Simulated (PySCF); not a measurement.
**Polarisability and C₆ of V+ (vanadium, charge +1)**

[Ar] 3d4, high-spin 5D determinant. Calculation: PySCF 2.14, in aug-cc-pVDZ-DK; the spin-free X2C one-electron Hamiltonian (Gaussian nucleus). Coupled (time-dependent) response in atomic units; α is the mean over directions. A double-zeta set is small for polarisabilities.

| method | mean α (bohr³) | α xx, yy, zz | C₆ (like pair) | S(−4) |
| --- | --- | --- | --- | --- |
| M06-2X | 16.04 | 12.05, 12.05, 24.04 | 59.56 | 363.8 |

S(−4) is the Cauchy moment in α(ω) = α(0) + S(−4) ω² + …

α(iu) at M06-2X:

```json
{"u (hartree)": "0", "α(iu) (bohr³)": "16.04"}
{"u (hartree)": "0.0500", "α(iu) (bohr³)": "15.20"}
{"u (hartree)": "0.100", "α(iu) (bohr³)": "13.31"}
{"u (hartree)": "0.200", "α(iu) (bohr³)": "9.662"}
{"u (hartree)": "0.300", "α(iu) (bohr³)": "7.385"}
{"u (hartree)": "0.500", "α(iu) (bohr³)": "5.013"}
{"u (hartree)": "0.750", "α(iu) (bohr³)": "3.550"}
{"u (hartree)": "1.00", "α(iu) (bohr³)": "2.717"}
{"u (hartree)": "1.50", "α(iu) (bohr³)": "1.789"}
{"u (hartree)": "2.00", "α(iu) (bohr³)": "1.273"}
{"u (hartree)": "3.00", "α(iu) (bohr³)": "0.7255"}
{"u (hartree)": "5.00", "α(iu) (bohr³)": "0.3137"}
```

A single London oscillator, α(iu) = α/(1 + u²/ω²), gives C₆ = (3/4) ω α². Matching the computed C₆ needs ω = 4 × 59.56 / (3 × 16.04²) = 0.309 hartree.

For an ion, C₆ is the dispersion term alone; charge-induced terms of lower order in 1/R come first.

The components differ because the open shell of this determinant is not spherical; for a pure term their mean is the scalar polarisability.
